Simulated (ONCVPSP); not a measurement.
**Potentials for iron (Fe) compared**

Generated with ld1.x 7.5 (TM, RRKJ, ultrasoft, PAW), atompaw 4.2 or ONCVPSP 4.0.1. The cutoff is in Ry: for ld1.x and atompaw files where the sum of valence levels is converged to 10 mRy in a Bessel basis, for ONCV files where the hardest occupied wave has 1 mHa per electron of residual kinetic energy. The error is the largest all-electron minus pseudo excitation energy over each file’s own four to seven test configurations (ionisations up to +4, promotions, holes and added fractions of an electron), all of which were solved. The labels leave out finer settings (local radius, basis sizes, second energies), which also bear on the numbers. Spin-polarised tests are not counted. The rows are a selection from randomly drawn settings: files with unsolved tests, undetermined cutoffs or missed reference levels are left out.

A true bound ghost makes a file unfit for plane-wave use even where its test errors are small: the radial tests pick states by their node count and pass the ghost by.

| potential | cutoff (Ry) | largest error (meV) | bound ghosts |
| --- | --- | --- | --- |
| ONCV, PBE, scalar-relativistic, rc 2.35/1.35/1.55 (spd), local smoothed, core correction yes, reference 3p6 3d6 4s2, qcut 2.3/9.1/12.4, projectors 3/1/2 | 101 | +77 | s |
| ONCV, LDA (Perdew-Wang 92), fully relativistic, rc 1.60/1.25/1.25/1.55 (spdf), local d, core correction yes, reference 3s2 3p6 3d6 4s2, qcut 7.5/13.6/13/8, projectors 2/1/0/3 | 123 | -30 | none |
| ONCV, PBE, fully relativistic, rc 1.55/1.35/1.55 (spd), local smoothed, core correction yes, reference 3s2 3p6 3d7 4s1, qcut 5.9/9.3/11.6, projectors 2/2/3 | 93 | +14 | none |
| ONCV, PW91, scalar-relativistic, rc 1.25/1.40/1.45 (spd), local smoothed, core correction yes, reference 3s2 3p6 3d6 4s1 4p1, qcut 8.4/12.4/9.2, projectors 2/2/2 | 78 | +3.2 | none |

(1) Fill in the row for Fe: ONCV, BLYP, scalar-relativistic, rc 1.10/1.25/0.95/1.10 (spdf), local smoothed, core correction yes, reference 3s2 3p6 3d6 4s1, qcut 11/11.4/16.8/9.3, projectors 3/1/3/2.

(2) Fill in the row for Fe: ONCV, LDA (Perdew-Wang 92), scalar-relativistic, rc 1.30/1.10/0.90 (spd), local smoothed, core correction no, reference 3s2 3p6 3d6 4s1.5, qcut 8.1/13.7/10.5, projectors 2/2/1.

(3) Fill in the row for Fe: ONCV, PBE, non-relativistic, rc 2.30/2.35/0.95 (spd), local d, core correction yes, reference 3d6 4s1.5, qcut 3.4/3.9/19.5, projectors 2/2/0.

Answers

(1) cutoff 203 Ry, largest error -2.8 meV, bound ghosts: none.

(2) cutoff 407 Ry, largest error +0.4 meV, bound ghosts: none.

(3) cutoff 234 Ry, largest error -24 meV, bound ghosts: s, p.
